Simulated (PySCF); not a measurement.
# Stationary points of K₂Te

Method: PBE0/[Te def2-TZVP with ECP28, K def2-TZVP], scalar-relativistic core potentials, density fitting, no spin–orbit coupling, PySCF.

Relaxations began from a few typed shapes. The search is not exhaustive: other isomers or separated fragments can lie lower, and high-lying points may rest on an excited occupation.

Which is the lowest minimum found?
A. singlet D∞h: Te–K 3.058 Å (×2); K–Te–K 180.0°
B. singlet C2v: Te–K 3.082 Å (×2); K–Te–K 126.2°

B. The others lie at 2.7 (singlet D∞h) kJ/mol above it.
